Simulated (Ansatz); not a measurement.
Mulliken charges of C2H4BFO2, SMILES `B/C(O)=C(\O)F` from r2SCAN/def2-TZVPP in Ansatz (PBE0-D4/def2-TZVP geometry).

```tsv
atom	x (Å)	y (Å)	z (Å)	charge (e)
B1	0.980	-0.484	-0.709	-0.159
C2	0.184	-0.005	0.458	0.081
O3	0.620	0.020	1.764	-0.330
C4	-1.088	0.457	0.268	0.385
O5	-1.755	0.547	-0.860	-0.240
F6	-1.814	0.884	1.264	-0.139
H7	2.097	-0.894	-0.569	-0.011
H8	0.517	-0.471	-1.820	-0.049
H9	1.516	-0.324	1.772	0.223
H10	-1.174	0.219	-1.565	0.239
```

**Question.** By hand: the dipole of these point charges (1 e Å = 4.8032 D).

**Answer.** Σ q r = (-0.082, 0.005, -0.182) e Å, of length 0.200 e Å = 0.96 D.

**Question.** How does the dipole of the full density compare? (Estimate.)

**Answer.** Computed: (0.151, -0.097, -0.263) e Å, 1.53 D; the point charges give 0.63 times that, at 57° from its direction.

Point charges leave out the atoms' own dipoles, such as those of lone pairs, and Mulliken's split depends on the basis, so the two needn't agree.
